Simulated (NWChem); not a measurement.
# AlH3S; SMILES [AlH2][SH]

Results from NWChem. Medium grid unless said otherwise, to which SCAN and Minnesota functionals are sensitive. Geometry: optimised at PBE0/def2-SVP.

Order these by “orbital gap (eV)”, lowest first: B3PW91/def2-SVP; BHandHLYP/def2-SVP; M06-L/def2-SVP; Hartree-Fock/def2-SVP.

M06-L/def2-SVP (5.19), B3PW91/def2-SVP (6.07), BHandHLYP/def2-SVP (8.18), Hartree-Fock/def2-SVP (11.85)
